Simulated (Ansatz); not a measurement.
Species: C₂H₄O₂, SMILES `C=C(O)O` (O–C–O–H torsion -42°, O–C–O–H torsion -42°) (charge 0, multiplicity 1).

Problem. Give a relaxed geometry from Ansatz (a program for electronic structure) with PBE0-D3(BJ)/def2-TZVP.

Solution. Several could match; the one computed here: the end point of this relaxation, one of several conformers (outside a Z-matrix the atoms follow the SMILES, hydrogens last).
Bond lengths (Å): C1–C2 1.324, C1–H5 1.079, C1–H6 1.079, C2–O3 1.357, C2–O4 1.357, O3–H7 0.964, O4–H8 0.964. Bond angles (°): C2–C1–H5 119.9, C2–C1–H6 119.9, H5–C1–H6 120.3, C1–C2–O3 122.8, C1–C2–O4 122.8, O3–C2–O4 114.4, C2–O3–H7 108.6, C2–O4–H8 108.6.
